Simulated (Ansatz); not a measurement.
System: sum formula H2PO (charge +1, singlet). It need not be the lowest isomer of its formula. 
Structure (B3LYP-D3(BJ)/def2-TZVP (Ansatz, a quantum-chemistry and plane-wave program) minimum search):
SMILES: O=[PH2+]
```xyz
4

P      0.0572     0.0107    -0.3975
O     -0.1484    -0.0277     1.0308
H      1.2923     0.3854    -0.9699
H     -0.9635    -0.3240    -1.3138
```
Charge +1, spin multiplicity 1.

Parts of the frozen-core correlation energy in STO-3G (Ansatz, hartree). Frozen orbitals: 6; correlated occupied orbitals by spin: 6 and 6; virtual: 4 and 4. No spin-orbit coupling. No relativistic terms. The restricted reference is unstable.

```csv
term,value
reference (HF),-411.57910
MP2 opposite-spin,-0.10322
MP2 same-spin,-0.02322
CCSD correlation,-0.15079
(T),-0.00319
FCI minus CCSD(T),-0.00132
T1 diagnostic,0.014
largest doubles amplitude,0.248
```
